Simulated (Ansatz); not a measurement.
# Two structures, one formula

Two relaxed structures of AlBH4OF (charge +1), closed shell (PBE0-D4/def2-TZVP; forces vanish, vibrations not checked).

A:

```xyz
8
angstrom
B -0.9014 0.5373 -1.0445
Al 1.0870 -0.2543 -0.6769
O 0.7963 -1.3718 0.8274
F -1.7741 0.0721 -0.1744
H -1.2571 1.2949 -1.8929
H 2.6160 -0.4152 -0.9610
H 1.4669 -1.9018 1.2829
H -0.0658 -1.4914 1.2537
```

B:

```xyz
8
angstrom
B -0.4325 0.8268 0.3065
Al -0.2777 -0.5550 -1.0818
O 0.7315 -0.2427 0.3375
F -0.4746 -1.5388 -2.3245
H -0.2049 1.2523 -0.8848
H -0.5684 1.6889 1.0981
H 0.8899 -0.7240 1.1602
H -1.4683 0.0710 0.1754
```

Computed with Ansatz 0.2.0 (basis: def2-TZVPP); correlated methods freeze the cores. B3LYP uses VWN-RPA correlation.

Which structure is lower at CCSD(T), and by how much? (To be estimated.)

The calculation gives: B, by 0.906 eV (electronic energy, against the other). By their contacts, A is AlBH₄OF ([OH2][AlH][BH][F]), total charge +1 and B is AlBH₄OF ([F][Al]123[H][BH]1([H]2)[OH]3), total charge +1.

All methods give the same order:

```json
{"method": "PBE-D4", "E(B) − E(A) (eV)": "-0.879"}
{"method": "r2SCAN-D4", "E(B) − E(A) (eV)": "-1.075"}
{"method": "PBE0-D4", "E(B) − E(A) (eV)": "-0.894"}
{"method": "B3LYP-D4", "E(B) − E(A) (eV)": "-0.742"}
{"method": "wB97M-V", "E(B) − E(A) (eV)": "-0.862"}
{"method": "HF", "E(B) − E(A) (eV)": "-0.431"}
{"method": "MP2", "E(B) − E(A) (eV)": "-1.065"}
{"method": "CCSD", "E(B) − E(A) (eV)": "-0.856"}
{"method": "CCSD(T)", "E(B) − E(A) (eV)": "-0.906"}
```

The T1 diagnostic stays at or below 0.013.

Labels in which every atom is bracketed show which atoms are joined, not bond orders.

For scale, one of the runs: CCSD(T)/def2-TZVPP, 191 basis functions, launched by `ansatz run in.yaml --threads 2 --pin off --events-out ev --progress --plain --max-ram 4352MiB`. Time: 43 s of wall clock on 2 CPU threads of an Arm Neoverse V2; the host was shared. Peak host memory: 2.1 GiB.
